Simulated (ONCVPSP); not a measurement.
**Ge (Z = 32), ONCV: configuration errors across variants**

ONCVPSP 4.0.1 input, shortened (lines: element, Z, core and valence counts, functional; n l f; lmax; l rc ep ncon nbas qcut; lloc lpopt rc5 dvloc0; l nproj debl; icmod fcfact rcfact), PBE, scalar-relativistic:

```
  Ge 32.00    3    4        4      upf
    1    0    2.00
    2    0    2.00
    2    1    6.00
    3    0    2.00
    3    1    6.00
    3    2   10.00
    4    0    2.00
    2
    0    1.00    0.00    4    8   13.10
    1    0.60    0.00    5    9   15.70
    2    1.30    0.00    4    9   11.20
    4    5    0.40    0.00
    0    2    1.00
    1    2    0.60
    2    2    2.50
    3    5.50    1.00
```

In the p channel the program set the typed energies aside and used -4.982, 0.250 Ha.

All-electron excitation energies from the reference (eV): (1) 3s2 3p6 3d10 4s2 4p2 -22.884; (2) 3s2 3p6 3d10 4s2 4p1 -15.439; (3) 3s2 3p6 3d10 4s1 34.792; (4) 3s2 3p6 3d10 4s0 4p4 -6.688.

A true bound ghost makes a file unfit for plane-wave use even where its test errors are small: the radial tests pick states by their node count and pass the ghost by.

Errors AE − PS in meV (a dash: test not solved or not reliable):

```tsv
change	(1)	(2)	(3)	(4)	bound ghosts	GHOST(+) flags above zero
base	+2.2	+1.5	-5.7	-0.4	none	s
s: qcut 16.8	+2.1	+1.5	-5.0	+0.3	none	s
core correction Teter function, fcfact 4.5, rcfact 1.65	+2.2	+1.5	-5.8	-0.5	none	s
all radii but the core radius scaled by about 1.34 (s 1.34, p 0.80, d 1.74 bohr); local potential polynomial inside 0.54 bohr (lpopt 5, dvloc0 0 Ha)	-1.4	-0.4	-23	-6.1	none	s
local potential polynomial inside 0.50 bohr (lpopt 5, dvloc0 0 Ha)	+2.1	+1.5	-5.7	-0.4	none	s
p: nproj 3	+2.1	+1.5	-5.7	-0.5	p	s
d: qcut 11	+2.1	+1.5	-5.8	-0.5	none	s
p: ncon 3, nbas 7	+1.8	+1.3	-5.7	-1.2	none	s
local potential polynomial inside 0.40 bohr (lpopt 5, dvloc0 4.5 Ha)	+2.1	+1.5	-5.7	-0.4	none	s
```

(1) Give the same row for: s: qcut 10.3; p: qcut 12.3; d: qcut 8.8.

Answers

(1) +1.9, +1.3, -9.9, -2.9; bound ghosts: none; GHOST(+) flags above zero: s.
